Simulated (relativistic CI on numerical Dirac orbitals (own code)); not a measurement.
Mn²⁺ in a cubic cluster: 3p photoemission with charge transfer

Computed with a charge-transfer multiplet model of a cubic metal-ligand cluster with up to one ligand hole, Slater and spin-orbit integrals from Dirac-Coulomb-Breit ions, Slater integrals scaled by 0.8. The ground state mixes d5 with configurations of k ligand holes L, whose averages lie at kΔ + k(k − 1)U_dd/2; a core hole lowers each added d electron by U_cd. 20 K, Lorentzian 0.9 eV and Gaussian 0.8 eV FWHM.

Atomic integrals in eV (Slater integrals scaled, ζ unscaled), ground: F2dd 8.204, F4dd 5.095, zeta_d 0.037; with the core hole: F2dd 9.143, F4dd 5.721, zeta_d 0.043, zeta_core 0.835, F2cd 9.879, G1cd 12.251, G3cd 7.459.

Cluster parameters (eV): Δ = 2.6, U_dd = 6.5, U_cd = 8.2, 10Dq = 0.2, 10Dq(ligand) = 0.9, final-state hopping factor = 0.9.

```json
{"Case": "V(eg) = 1.3 eV, V(t2g) = -0.69 eV", "n_d": "5.14", "d5": "0.86", "d6L": "0.14", "S": "2.50"}
{"Case": "V(eg) = 2.2 eV, V(t2g) = -1.16 eV", "n_d": "5.24", "d5": "0.76", "d6L": "0.24", "S": "2.50"}
{"Case": "V(eg) = 2.5 eV, V(t2g) = -1.32 eV", "n_d": "5.27", "d5": "0.73", "d6L": "0.27", "S": "2.50"}
```

Weights, n_d and S are thermal averages at 20 K. Binding energies count from the first peak over 30 % of the highest in each spectrum, which can be another peak from case to case. The parameters are a model scan and need not match a compound or its usual spin state. Peaks in eV (height, largest 100):
- V(eg) = 1.3 eV, V(t2g) = -0.69 eV: 0.0 (76), 4.5 (100), 8.1 (34), 17.9 (27), 23.9 (59)
- V(eg) = 2.2 eV, V(t2g) = -1.16 eV: 0.0 (100), 5.8 (35), 8.6 (17), 9.8 (18), 18.4 (30), 25.9 (25)
- V(eg) = 2.5 eV, V(t2g) = -1.32 eV: 0.0 (100), 6.1 (26), 9.6 (15), 16.9 (19), 18.5 (27), 26.6 (19)

Curve for V(eg) = 2.2 eV, V(t2g) = -1.16 eV (points under 2 left out, the grid thinned):

```tsv
E (eV)	Intensity
-4.0	2.5
-3.3	3.6
-2.6	5.6
-1.9	10.6
-1.2	27.8
-0.5	77.5
0.2	97.7
0.9	61.6
1.6	40.8
2.3	35.9
3.0	25.9
3.7	17.1
4.4	13.7
5.1	22.2
5.8	35.0
6.5	21.3
7.2	13.8
7.9	14.6
8.6	16.9
9.3	16.6
10.0	17.0
10.7	10.3
11.4	5.5
12.2	2.9
12.9	2.4
13.6	2.4
14.3	3.1
15.0	4.5
15.7	8.7
16.4	15.5
17.1	17.1
17.8	22.8
18.5	30.0
19.2	17.2
19.9	10.8
20.6	6.7
21.3	3.8
22.0	2.3
23.8	2.5
24.5	4.9
25.2	13.8
25.9	25.0
26.6	14.5
27.3	4.7
28.0	2.1
```

For the case V(eg) = 2.2 eV, V(t2g) = -1.16 eV, Δ = 2.6 eV is smaller than U_dd = 6.5 eV, the charge-transfer side of the Zaanen-Sawatzky-Allen scheme. With the core hole the average of the configuration with one ligand hole lies at Δ − U_cd = -5.6 eV before mixing: it lies below the unscreened one, so the lowest final states are mostly screened and the unscreened weight appears at higher binding energy as a satellite.

With at most 1 ligand hole the space is cut while the next configuration still counts, so covalency is underestimated, and a final configuration with one more ligand hole, which can lie low, is missing from the spectra.
